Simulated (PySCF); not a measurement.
CdHIO. Atoms are numbered in the order given.

```xyz
4

Cd     0.0036     1.0745     0.0000
I     -0.0001    -1.4976     0.0000
O     -0.1144     3.0411     0.0000
H      0.7461     3.4671     0.0000
```

The structure is a stationary point at PBE0-D3(BJ)/def2-TZVP. The def2 effective core potentials stand for the cores of Cd, I; spin–orbit coupling is left out. Other conformers were not sampled.

The numbers are results of HF/def2-TZVPD (PySCF), not measurements.

Symmetry labels are those of the subgroup Cs that the program uses (full group Cs).

Computed valence orbital energies around the gap with their symmetry:
| orbital | symmetry | energy (eV) |
|---|---|---|
| HOMO−7 | A' | -21.75 |
| HOMO−6 | A' | -21.45 |
| HOMO−5 | A' | -16.33 |
| HOMO−4 | A' | -12.82 |
| HOMO−3 | A" | -12.54 |
| HOMO−2 | A' | -11.49 |
| HOMO−1 | A' | -10.19 |
| HOMO | A" | -10.18 |
| LUMO | A' | 0.70 |
| LUMO+1 | A' | 1.31 |
| LUMO+2 | A" | 1.37 |
| LUMO+3 | A' | 1.46 |
